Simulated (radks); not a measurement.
Values are calculated unless marked as measured or tabulated.
Pd+, 45 electrons, occupied as [Kr] 4d9 (the NIST ground configuration).

Level of theory: Dirac Kohn-Sham, PBEsol, spin-unpolarised, spherical densities, point nucleus; open shells fill j = l - 1/2 first (a radial shooting solver on a logarithmic mesh with Libxc functionals).

Energy parts (eV):
part                       energy
total                 -137258.376
kinetic                143359.143
electron-nucleus      -332300.977
Hartree                 55531.301
exchange-correlation    -3847.845

Orbitals (lengths in bohr, moments of r in powers of bohr; <r^-3> diverges for s and p1/2):
orbital	occ.	eigenvalue (eV)	<r^-3>	<r^2>
1s1/2	2	-24150.20	-	0.001372
2s1/2	2	-3534.952	-	0.02252
2p1/2	2	-3280.196	-	0.01686
2p3/2	4	-3120.935	3250	0.01819
3s1/2	2	-646.3504	-	0.1648
3p1/2	2	-545.8126	-	0.1605
3p3/2	4	-518.0516	575.6	0.1698
3d3/2	4	-339.8858	87.69	0.1511
3d5/2	6	-334.3486	82.76	0.1540
4s1/2	2	-96.5153	-	1.014
4p1/2	2	-65.4350	-	1.192
4p3/2	4	-60.9614	92.62	1.268
4d3/2	4	-14.8899	7.869	2.567
4d5/2	5	-14.4091	7.307	2.649

The highest occupied level is 4d5/2 at -14.409 eV. Summed over all electrons, <r^2> = 36.01 bohr^2, which gives a Langevin (diamagnetic) susceptibility term of -28.5 x 10^-6 cm^3/mol. The density falls to 0.001 e/bohr^3 at r = 3.66 bohr. For comparison, the ionisation energy in NIST's Atomic Spectra Database is 19.4 eV (semi-empirical). In exact Kohn-Sham theory the highest level is minus the ionisation energy, but local and semilocal functionals leave it too shallow, through self-interaction and a potential that decays too fast; potentials with the right tail come closer.

Beside tabulated values, note that spin-unpolarised runs miss the spin-polarisation part of the exchange energy of open shells.
